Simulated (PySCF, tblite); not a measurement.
Isomers of C2H7FO3Si2, one GFN2-xTB conformer each. Single-point energies are computed at PBE0/pcSseg-1 (PySCF, gas phase, no added dispersion term), electronic only.

Problem. Rank them by PBE0/pcSseg-1 energy, lowest first (kJ/mol).
A. `[OH:1][CH2:2][C@@H:3]1[O:4][Si@@H:5]([F:6])[O:7][SiH2:8]1` with H–O1–C2–C3 45°, O1–C2–C3–O4 -60°
B. `[CH3:1][O:2][C@@H:3]1[O:4][Si@H:5]([F:6])[O:7][SiH2:8]1` with C1–O2–C3–O4 -63°

Solution. A (0.0), B (18.8).

As drawn, the lower has an O–H bond, which the higher lacks. GFN2-xTB itself gives, in the same order: 8.8, 0.0. GFN2-xTB puts CO[C@@H]1O[Si@H](F)O[SiH2]1 lowest instead.

Problem. Which frontier levels, dipoles and rotational constants go with these structures?

Solution. 
```
                      SMILES  HOMO (eV, PBE0/pcSseg-1)  LUMO (eV)  dipole (D)      A, B, C (MHz)
OC[C@@H]1O[Si@@H](F)O[SiH2]1                     -7.87      -0.24        1.76  2221, 1126, 821.1
 CO[C@@H]1O[Si@H](F)O[SiH2]1                     -8.14       0.10        2.61  2056, 1266, 908.3
```

Problem. What happens when harmonic zero-point energies from GFN2-xTB frequencies are added?

Solution. 
```csv
SMILES,ZPE (kJ/mol),electronic (kJ/mol),with ZPE (kJ/mol)
OC[C@@H]1O[Si@@H](F)O[SiH2]1,252.4,0.0,0.0
CO[C@@H]1O[Si@H](F)O[SiH2]1,250.7,18.8,17.1
```

The zero-point energies span 1.7 kJ/mol. The order is unchanged.
